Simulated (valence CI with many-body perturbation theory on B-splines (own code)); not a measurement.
E1 line list for Xe41+

Level of theory: relativistic CI+MBPT: three valence electrons over a frozen Dirac-Fock core [Ne], a basis of 11 s, 11 p, 10 d, 8 f, 5 g, 2 h functions for each j, with the one-electron correlation potential Σ1, the two-electron term Σ2, the three-electron term Σ3, Breit, model QED; selected CI, second order for the rest, scaled by the run's own slope (own B-spline code, finite nucleus).

No measured spectrum was set against this ion. As an estimate, large intervals hold to a few tenths of a per cent, small ones and those within an open d or f shell to about a per cent.

Lines 51 to 100 of 569 in falling wavelength, among levels below 110.46 Ry, chosen from the strongest by gf and those to the six lowest levels. Wavelengths and rates use the calculated energies. Electric multipoles are in the length gauge with retardation, E1 and E2 with the static RPA response of the core. Weak lines are less certain than strong ones. Lines between different terms over intervals too small for the method are left out, as are lines whose strength nearly cancels. The highest levels of a list are the least certain.

Levels are named by their leading jj configuration (3d3/2^4 stands for four electrons in 3d with j = 3/2), which in mixed levels can hold well under half, so a name can repeat and another be missing. Letters in brackets count levels of one name in rising energy.

```
λ vac (Å)                          Upper                          Lower   A (s⁻¹)  log gf  Branch %
    99.29         (3s 3p1/2 3d3/2) J=5/2     (3s 3p1/2 3p3/2) J=3/2 [b]  9.62e+08   -2.07      10.7
    97.51          (3p1/2^2 3d3/2) J=3/2     (3s 3p1/2 3d3/2) J=3/2 [a]  1.79e+10   -0.99      21.6
    95.38          (3p1/2^2 3p3/2) J=3/2     (3s 3p1/2 3p3/2) J=3/2 [a]  1.05e+10   -1.24      10.0
    93.40     (3s 3p1/2 3d3/2) J=3/2 [a]         (3s 3p1/2 3p3/2) J=5/2  7.16e+09   -1.43      23.2
    90.38      (3d3/2 3d5/2^2) J=7/2 [b]      (3p3/2 3d5/2^2) J=5/2 [b]  1.99e+10   -0.71       5.2
    90.10             (3s 3d5/2^2) J=7/2     (3s 3p3/2 3d5/2) J=5/2 [b]  2.57e+10   -0.60      13.2
    89.53          (3d3/2^2 3d5/2) J=9/2  (3p3/2 3d3/2 3d5/2) J=7/2 [c]  1.03e+10   -0.91       2.3
    88.37         (3s 3p1/2 3d3/2) J=5/2         (3s 3p1/2 3p3/2) J=5/2  4.23e+09   -1.53      47.2
    87.56      (3d3/2 3d5/2^2) J=7/2 [a]  (3p3/2 3d3/2 3d5/2) J=5/2 [c]  2.89e+10   -0.58       7.2
    87.17                (3d5/2^3) J=9/2      (3p3/2 3d5/2^2) J=7/2 [b]  1.04e+11    0.07      41.3
    86.42     (3s 3p1/2 3d3/2) J=3/2 [b]     (3s 3p1/2 3p3/2) J=3/2 [b]  5.92e+09   -1.58       1.8
    86.15     (3s 3p1/2 3d3/2) J=3/2 [a]     (3s 3p1/2 3p3/2) J=3/2 [a]  9.72e+07   -3.36       0.3
    85.77          (3d3/2 3d5/2^2) J=9/2      (3p3/2 3d5/2^2) J=7/2 [a]  2.41e+10   -0.58       6.9
    85.47     (3s 3p1/2 3d5/2) J=5/2 [a]     (3s 3p1/2 3p3/2) J=3/2 [b]  5.34e+08   -2.45       0.7
    84.99                (3d5/2^3) J=3/2      (3p3/2 3d5/2^2) J=5/2 [b]  2.18e+10   -1.03       5.8
    84.91      (3d3/2 3d5/2^2) J=3/2 [b]      (3p3/2 3d5/2^2) J=3/2 [b]  5.38e+10   -0.63      14.1
    84.69      (3p3/2 3d5/2^2) J=7/2 [a]      (3p3/2^2 3d5/2) J=5/2 [a]  2.26e+10   -0.71       6.4
    84.44         (3d3/2 3d5/2^2) J=11/2  (3p3/2 3d3/2 3d5/2) J=9/2 [b]  1.13e+11    0.16      40.1
    84.23          (3d3/2^2 3d5/2) J=9/2  (3p3/2 3d3/2 3d5/2) J=7/2 [b]  8.80e+09   -1.03       2.0
    84.04      (3p1/2 3d3/2 3d5/2) J=9/2      (3p1/2 3p3/2 3d5/2) J=9/2  2.42e+10   -0.59      22.5
    84.02     (3s 3d3/2 3d5/2) J=7/2 [b]     (3s 3p3/2 3d3/2) J=5/2 [b]  1.61e+10   -0.86       5.8
    83.90                (3d5/2^3) J=3/2      (3p3/2 3d5/2^2) J=3/2 [a]  4.11e+10   -0.76      11.0
    83.89      (3d3/2 3d5/2^2) J=5/2 [a]  (3p3/2 3d3/2 3d5/2) J=3/2 [d]  2.56e+10   -0.79       5.7
    83.66             (3s 3d5/2^2) J=9/2     (3s 3p3/2 3d5/2) J=7/2 [b]  1.01e+10   -0.98       4.7
    82.62      (3d3/2 3d5/2^2) J=5/2 [b]  (3p3/2 3d3/2 3d5/2) J=3/2 [d]  7.06e+10   -0.36      16.7
    82.51                (3d5/2^3) J=5/2      (3p3/2 3d5/2^2) J=3/2 [b]  9.11e+10   -0.25      25.9
    82.16      (3d3/2 3d5/2^2) J=7/2 [b]  (3p3/2 3d3/2 3d5/2) J=5/2 [d]  3.59e+10   -0.54       9.5
    82.09     (3s 3d3/2 3d5/2) J=7/2 [b]     (3s 3p3/2 3d5/2) J=7/2 [a]  1.45e+10   -0.93       5.2
    81.86         (3s 3p1/2 3d3/2) J=5/2     (3s 3p1/2 3p3/2) J=3/2 [a]  5.23e+08   -2.50       5.8
    81.78      (3d3/2 3d5/2^2) J=7/2 [a]  (3p3/2 3d3/2 3d5/2) J=7/2 [c]  1.51e+10   -0.92       3.8
    81.41          (3p1/2 3d5/2^2) J=7/2  (3p1/2 3p3/2 3d5/2) J=5/2 [b]  1.10e+11   -0.06      50.9
    81.20          (3p1/2 3d5/2^2) J=3/2      (3p1/2 3p3/2 3d5/2) J=1/2  3.12e+10   -0.91      14.4
    81.08          (3d3/2 3d5/2^2) J=9/2  (3p3/2 3d3/2 3d5/2) J=7/2 [c]  7.00e+10   -0.16      19.9
    80.47      (3d3/2 3d5/2^2) J=3/2 [a]  (3p3/2 3d3/2 3d5/2) J=3/2 [c]  2.74e+10   -0.97       6.1
    80.23             (3s 3d5/2^2) J=3/2         (3s 3p3/2 3d5/2) J=1/2  4.02e+10   -0.81      15.3
    80.17      (3p3/2 3d5/2^2) J=7/2 [b]      (3p3/2^2 3d5/2) J=5/2 [b]  2.09e+11    0.21      48.8
    80.16      (3p3/2 3d5/2^2) J=5/2 [b]          (3p3/2^2 3d5/2) J=3/2  7.90e+10   -0.34      18.9
    79.93             (3s^2 3d3/2) J=3/2             (3s^2 3p3/2) J=3/2  1.59e+08   -3.22       0.0
    79.85      (3d3/2 3d5/2^2) J=5/2 [a]  (3p3/2 3d3/2 3d5/2) J=5/2 [c]  5.24e+10   -0.52      11.6
    79.50  (3p3/2 3d3/2 3d5/2) J=7/2 [c]          (3p3/2^2 3d5/2) J=9/2  1.79e+10   -0.87       4.0
    79.21      (3d3/2 3d5/2^2) J=7/2 [b]  (3p3/2 3d3/2 3d5/2) J=9/2 [b]  1.50e+10   -0.95       4.0
    79.10  (3p3/2 3d3/2 3d5/2) J=5/2 [b]      (3p3/2^2 3d3/2) J=3/2 [a]  4.54e+10   -0.59       9.4
    78.87         (3p3/2 3d5/2^2) J=11/2          (3p3/2^2 3d5/2) J=9/2  1.20e+11    0.13      56.8
    78.79          (3p1/2 3d5/2^2) J=9/2  (3p1/2 3p3/2 3d5/2) J=7/2 [b]  6.08e+10   -0.25      55.0
    78.64          (3p3/2 3d5/2^2) J=9/2          (3p3/2^2 3d3/2) J=7/2  1.09e+11    0.00      33.0
    78.40         (3d3/2 3d5/2^2) J=11/2          (3p3/2 3d5/2^2) J=9/2  2.64e+10   -0.53       9.3
    78.27     (3s 3p1/2 3d5/2) J=5/2 [b]     (3s 3p1/2 3p3/2) J=3/2 [b]  1.71e+10   -1.03      20.9
    78.26         (3d3/2 3d5/2^2) J=11/2         (3p3/2 3d5/2^2) J=11/2  4.39e+10   -0.32      15.5
    78.25          (3p1/2 3d5/2^2) J=7/2  (3p1/2 3p3/2 3d5/2) J=7/2 [b]  1.61e+10   -0.93       7.5
    78.20  (3p3/2 3d3/2 3d5/2) J=9/2 [b]          (3p3/2^2 3d5/2) J=7/2  1.68e+11    0.19      37.3
```
